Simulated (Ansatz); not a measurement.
Species: heptafluorocyclopentane, C$_{5}$H$_{3}$F$_{7}$ (charge 0, singlet). 
Structure (B3LYP-D3(BJ)/def2-TZVP (Ansatz, a program for electronic structure) minimum search):
SMILES: FC1(F)C(F)(C(CC1(F)F)F)F
```xyz
15

F     -2.6656    -0.2599     0.6189
C     -1.5210    -0.3521    -0.1373
C     -0.6280    -1.5157     0.3148
C      0.8246    -1.0500     0.1442
F      1.5360    -1.8552    -0.6802
F      1.4740    -1.0129     1.3345
C      0.7469     0.3969    -0.4371
F      1.7540     1.1869    -0.0515
F      0.7375     0.3230    -1.7921
C     -0.6433     0.8941     0.0224
F     -0.5683     1.2547     1.3267
F     -1.0726     1.9555    -0.6870
H     -1.8120    -0.4342    -1.1855
H     -0.8096    -1.7097     1.3709
H     -0.8086    -2.4252    -0.2517
```
Charge 0, spin multiplicity 1.

Quantity: vertical ionisation energy (to the doublet state of charge +1; each state is the SCF solution reached for its spin), in eV. Valence correlation only, unless marked. UHF or UKS for open shells. No spin-orbit coupling. Non-relativistic. 

| level | program | vertical ionisation energy (eV) |
|---|---|---|
| HF/aug-cc-pVDZ | Ansatz | 12.76 |
| PBE/def2-TZVPD | Ansatz | 10.83 |
| r2SCAN/def2-TZVPD | Ansatz | 11.12 |
| PBE0/def2-TZVPD | Ansatz | 11.67 |
| CAM-B3LYP/def2-TZVPD | Ansatz | 12.11 |
| wB97M-V/def2-TZVPD | Ansatz | 12.01 |
| RI-MP2/aug-cc-pVTZ | Ansatz | 12.18 |
| SCS-MP2/aug-cc-pVDZ | Ansatz | 12.26 |
| CCSD(T)/aug-cc-pVDZ | Ansatz | 12.15 |
